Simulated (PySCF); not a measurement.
Input of a run (PBE0-D3(BJ)/def2-SVP geometry optimisation, gas phase (PySCF 2.14.0)), started from GFN2-xTB:
```
{"job": {"xc": "PBE0", "basis": "def2-SVP", "d3": "d3bj", "grid": 1, "maxiter": 40, "shake": 0.03, "kind": "geom"}, "charge": 0, "multiplicity": 1}
Ge     0.284580    -0.093660    -0.382120
S      0.237280    -0.002970     1.847470
H     -1.131120     0.074790     1.917430
Cl     2.308160    -0.015440    -1.151410
Cl    -0.820180     1.677980    -1.179660
Cl    -0.815590    -1.736720    -1.120990
```

Output (energies in Eh, forces in Eh/bohr):
```
step   0  E = -3854.88956441  max force = 0.031332
step   1  E = -3854.89443830  max force = 0.010333
step   2  E = -3854.89482955  max force = 0.001962
step   3  E = -3854.89487324  max force = 0.000644
step   4  E = -3854.89487448  max force = 0.000331
optimisation converged
```

**Question.** Summarise the run.

**Answer.** The energy falls by 3.3 kcal/mol over 5 energy and gradient evaluations, the largest force component goes from 0.0313 to 3.3e-04 Eh/bohr, and the atoms move by 0.075 Å rms after alignment. The bond that changes most is Ge1–Cl5 (ends: germanium bonded to 3 Cl and S; chlorine bonded to Ge), which shortens by 0.098 Å. Bonds longer at the end by more than 0.005 Å: 1 of 5; shorter: 4. Among the angles that change most is S2–Ge1–Cl4, from 111.9° to 107.1°. The energy never rose by more than 1e-6 Eh on the way. The first step brought 92 % of the lowering.

**Question.** What are the final bond lengths?

**Answer.** Ge1–S2 2.193 Å, Ge1–Cl4 2.130 Å, Ge1–Cl5 2.137 Å, Ge1–Cl6 2.139 Å, S2–H3 1.353 Å. Numbering counts from 1 in the input's order; the species is Ge(SH)Cl3 (`[SH][Ge]([Cl])([Cl])[Cl]`).

The run used 109 basis functions and 33 SCF cycles in all.

Not checked by PBE0-D3(BJ)/def2-SVP frequencies.
